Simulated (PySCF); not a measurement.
## Os⁶⁵⁺: ionisation energy

Os⁶⁵⁺ [Ne] 3s1 (2S) → Os⁶⁶⁺ [Ne] (1S), as a difference of total energies. Calculation: PySCF 2.14, in an uncontracted even-tempered set (17 s from 19 bohr⁻², ratio 2.5; 12 p from 25 bohr⁻², ratio 2.5; 4 d from 89 bohr⁻², ratio 2.7; 4 f from 130 bohr⁻², ratio 2.7); scalar relativity by spin-free X2C-1e. Correlated levels: outer shells: 1s2 frozen; virtual orbitals above 40 to 60 times the deepest correlated orbital energy dropped. The calculations carry no spin-orbit coupling.

```csv
method,ionisation energy (eV)
UHF,7610.8
LDA,7614.5
PBE,7620.3
PBE0,7618.1
r2SCAN,7609.6
BP86,7619.0
TPSS,7616.7
MP2 (outer shells),7611.6
SCS-MP2 (outer shells),7611.5
```

Breit and QED terms and the two-electron picture change are absent.

For comparison: 7610 ± 30 eV (theoretical estimate listed by NIST; NIST Atomic Spectra Database, ionization energies).
